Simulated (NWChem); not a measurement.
System: CF2, triplet; SMILES F[C]F

Results from NWChem. Spin-unrestricted. In the optimisation the excess spin sits in a1 and b2 (C2v, its own frame). Structure relaxed at the B3LYP/6-31G* (spherical d), spin-unrestricted level. No stability test was run on the SCF state. Level: PBE0/def2-SVP with COSMO at NWChem's default radii, gas-phase geometry; rows give the dielectric constant. Reactions with the solvent are ignored.

```csv
dielectric constant,electrostatic solvation energy (kcal/mol),dipole in solution (D)
1.5,-0.1,0.44
2.4,-0.2,0.45
11.7,-0.4,0.48
25.0,-0.4,0.48
78.4,-0.4,0.48
```
